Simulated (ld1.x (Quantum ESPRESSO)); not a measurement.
**Ranking TM potentials for aluminium (Al)**

All share these settings but for the change named:

| Item | Value |
| --- | --- |
| Element | Al (Z = 13) |
| Generator | ld1.x (Quantum ESPRESSO) 7.5 |
| Type | norm-conserving Troullier–Martins (Kleinman–Bylander form) |
| Functional | revPBE |
| Relativity | scalar-relativistic |
| Frozen core | [Ne] |
| Valence charge | 3 |
| Reference configuration | 3s2 3p1 |
| Partial waves | 3s (bound): rc 1.55 bohr; 3p (bound): rc 1.80 bohr |
| Local potential | all-electron potential smoothed inside 1.25 bohr (lloc = -1) |
| Core correction | a·sin(br)/r model core inside 1.45 bohr |

Test errors are all-electron minus pseudo excitation energies from the reference, over 3s2 3p0; 3s1 3p0; 3s2 3p0.5; 3s1 3p2; 3s2 3p1.3; 3s1 3p1; 3s0 3p3. None of these files shows a bound ghost.

The base gives 44.7 meV.

Of 7 variants that were run, those that failed, showed a ghost or another fault, or gave nearly equal values are left out.

A variant can come out equal or close to the base, since the largest error may sit in a test that the change hardly touches while other tests move.

(1) Rank these variants by their largest absolute test error, smallest first.
A. local potential all-electron potential smoothed inside 1.78 bohr (lloc = -1)
B. local potential all-electron potential smoothed inside 1.12 bohr (lloc = -1)
C. local potential all-electron potential smoothed inside 1.36 bohr (lloc = -1)

## Answers

(1) A (32.0 meV), C (49.4 meV), B (99.5 meV).
